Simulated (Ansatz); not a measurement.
Stepwise reaction of `[O]=[V]([F])([F])[F]` with water, as a gas-phase model of exchange steps in deposition or etching. ΔE in kJ/mol; ΔG adds harmonic PBE0-D4 terms to CCSD(T)/CBS, at 1 bar.

Calculated with Ansatz (gas phase, PBE0-D4/def2-TZVP geometries, no zero-point term in ΔE). CCSD(T)/CBS adds triple-zeta CCSD(T) − MP2 to the extrapolated MP2 energy (def2 sets, frozen cores). This one scheme is used for every species. DFT in def2-TZVPP. B3LYP here is the variant with VWN-RPA as its local correlation; programs differ in this. For V outer-core shells are correlated without core-valence functions, which leaves a few kJ/mol of doubt a bond. Scalar relativity is left out up to krypton. One conformer a species, not always the lowest.

| step | reaction | PBE-D4 | B3LYP-D4 | ωB97M-V | CCSD(T)/CBS | ΔG(500 K) |
| --- | --- | --- | --- | --- | --- | --- |
| 1 | `[O]=[V]([F])([F])[F]` + H₂O → `[O]=[V]([OH])([F])[F]` + H–F | 18.0 | 15.9 | 17.5 | 8.5 | 6.5 |
| 2 | `[O]=[V]([OH])([F])[F]` + H₂O → `[O]=[V]([OH])([OH])[F]` + H–F | 27.1 | 25.5 | 26.6 | 17.7 | 19.3 |

Give the row of step 3, `[O]=[V]([OH])([OH])[F]` + H₂O → `[O]=[V]([OH])([OH])[OH]` + H–F. (Estimate.)

Computed: 
```tsv
step	reaction	PBE-D4	B3LYP-D4	ωB97M-V	CCSD(T)/CBS	ΔG(500 K)
3	`[O]=[V]([OH])([OH])[F]` + H₂O → `[O]=[V]([OH])([OH])[OH]` + H–F	35.2	34.0	34.6	25.3	30.1
```

By hand: ΔE of the 3 steps together at CCSD(T)/CBS.

(8.5) + (17.7) + (25.3) = 51.5 kJ/mol, or 17.2 kJ/mol a step.

In ΔE each step is higher than the one before. All are uphill at CCSD(T)/CBS. ΔG lies between 6.5 and 30.1 kJ/mol a step. PBE-D4 differs from CCSD(T)/CBS by 9.4 to 9.9 kJ/mol a step. Isolated molecules leave out the surface, adducts and barriers. Largest T1 diagnostic: 0.032.
